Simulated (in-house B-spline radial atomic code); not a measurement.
Ni⁺ is squeezed into an impenetrable sphere of radius R (the orbitals vanish at R). Caution: exact exchange at fractional occupations of open shells leaves self-interaction of up to several eV. Computed with a radial B-spline atomic code at the basis-set limit: non-relativistic PBE0, spin-polarised, spherical fractional occupations, point nucleus.

Energies in eV above the free ion in [Ar] 3d9:

```json
{"R (bohr)": "7.79", "highest level (eV)": "-13.6", "[Ar] 3d9": "0.001301", "[Ne] 3s2 3p5 3d10": "62.85", "-dE/dV in [Ar] 3d9 (GPa)": "0.00335"}
{"R (bohr)": "6.81", "highest level (eV)": "-13.6", "[Ar] 3d9": "0.00764", "[Ne] 3s2 3p5 3d10": "62.85", "-dE/dV in [Ar] 3d9 (GPa)": "0.0255"}
{"R (bohr)": "4.7", "highest level (eV)": "-13.1", "[Ar] 3d9": "0.3261", "[Ne] 3s2 3p5 3d10": "63.14", "-dE/dV in [Ar] 3d9 (GPa)": "2.26"}
{"R (bohr)": "4.46", "highest level (eV)": "-12.8", "[Ar] 3d9": "0.4998", "[Ne] 3s2 3p5 3d10": "63.3", "-dE/dV in [Ar] 3d9 (GPa)": "3.85"}
{"R (bohr)": "3.49", "highest level (eV)": "-10.7", "[Ar] 3d9": "2.904", "[Ne] 3s2 3p5 3d10": "65.67", "-dE/dV in [Ar] 3d9 (GPa)": "38.2"}
{"R (bohr)": "3.17", "highest level (eV)": "-9.06", "[Ar] 3d9": "5.32", "[Ne] 3s2 3p5 3d10": "68.12", "-dE/dV in [Ar] 3d9 (GPa)": "87.6"}
{"R (bohr)": "2.5", "highest level (eV)": "-1.67", "[Ar] 3d9": "20.79", "[Ne] 3s2 3p5 3d10": "84.21", "-dE/dV in [Ar] 3d9 (GPa)": "626"}
{"R (bohr)": "2.18", "highest level (eV)": "6.15", "[Ar] 3d9": "43.38", "[Ne] 3s2 3p5 3d10": "107.8", "-dE/dV in [Ar] 3d9 (GPa)": "1910"}
{"R (bohr)": "1.68", "highest level (eV)": "35.1", "[Ar] 3d9": "167", "[Ne] 3s2 3p5 3d10": "235.5", "-dE/dV in [Ar] 3d9 (GPa)": "15200"}
{"R (bohr)": "1.45", "highest level (eV)": "65.3", "[Ar] 3d9": "344.6", "[Ne] 3s2 3p5 3d10": "416.3", "-dE/dV in [Ar] 3d9 (GPa)": "46600"}
```

Does [Ne] 3s2 3p5 3d10 fall below [Ar] 3d9 under compression?

No, it stays above over the whole range.

The highest level is first positive in the row R = 2.18 bohr, pushed up by confinement above the zero of the free ion's potential. Each configuration is held fixed and needn't be the lowest in the sphere.
